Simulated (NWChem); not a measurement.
A series in which one site is exchanged, each optimised at PBE0/def2-SVP with NWChem, gas phase unless a solvent is named. Some are not confirmed as minima by frequencies. def2 effective core potentials on Te, I; no spin-orbit coupling.

A: [TeH2] (H2Te; site = H)
B: [TeH]F (HTeF; site = F)
C: [TeH]I (HTeI; site = I)
D: [TeH]Cl (HTeCl; site = Cl)

Values for A:

```
Item                                                   Result
-----------------------------------------------------  ------
vertical ionisation energy, ΔSCF, PBE/def2-SVP (eV)      8.91
vertical ionisation energy, ΔSCF, B3LYP/def2-SVP (eV)    9.01
static polarisability, B3LYP/def2-SVPD (bohr³)           44.5
```

Question: How do these values change for the other members?

Answer: 
| change from A | B | C | D |
|---|---|---|---|
| vertical ionisation energy, ΔSCF, PBE/def2-SVP (eV) | -0.02 | -0.62 | -0.22 |
| vertical ionisation energy, ΔSCF, B3LYP/def2-SVP (eV) | +0.12 | -0.53 | -0.14 |
| static polarisability, B3LYP/def2-SVPD (bohr³) | -2.9 | +35.0 | +12.2 |
